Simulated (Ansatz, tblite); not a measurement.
Removing and adding an electron: Se(CN)2 (C2SeN2). The state is a singlet with charge 0. Geometry: PBE0-D4/def2-SVP. Ansatz, gas phase; energy differences of separate SCF runs; the oxidised species was run as a doublet alone; the reduced species was run as a doublet alone.

```xyz
5

Se   -0.465   -1.083    0.446
C    -1.285    0.407   -0.253
N    -1.885    1.304   -0.680
C     1.259   -0.468    0.278
N     2.376   -0.161    0.209
```

The xTB rows come from tblite.

```csv
level,−HOMO (eV),vertical IE (eV),−LUMO (eV),vertical EA (eV),HOMO–LUMO gap (eV),IE − EA (eV),remarks
GFN1-xTB,12.25,16.00,8.00,4.44,4.25,11.55,–
PBE-D4/def2-TZVPD,7.45,–,3.23,0.48,4.22,–,HOMO above zero (-1 doublet)
r2SCAN-D4/def2-TZVP,7.72,10.66,3.09,–,4.63,–,–
r2SCAN-D4/def2-TZVPD,7.72,–,3.11,0.52,4.62,–,HOMO above zero (-1 doublet)
```

Estimate the rows for GFN2-xTB, PBE-D4/def2-TZVP, PBE0-D4/def2-TZVP, PBE0-D4/def2-TZVPD.


| level | −HOMO (eV) | vertical IE (eV) | −LUMO (eV) | vertical EA (eV) | HOMO–LUMO gap (eV) | IE − EA (eV) | remarks |
| --- | --- | --- | --- | --- | --- | --- | --- |
| GFN2-xTB | 11.72 | 14.96 | 8.16 | 5.23 | 3.56 | 9.73 | – |
| PBE-D4/def2-TZVP | 7.44 | 10.53 | 3.20 | – | 4.23 | – | – |
| PBE0-D4/def2-TZVP | 8.61 | 10.77 | 2.26 | – | 6.35 | – | – |
| PBE0-D4/def2-TZVPD | 8.62 | – | 2.30 | 0.44 | 6.33 | – | HOMO above zero (-1 doublet) |

   A HOMO above zero means that the electron is unbound at that level or that self-interaction error raises the level; the energy of removing that electron tells which. Raw xTB energy differences between charge states are shifted by several eV; the methods need an empirical correction for them.
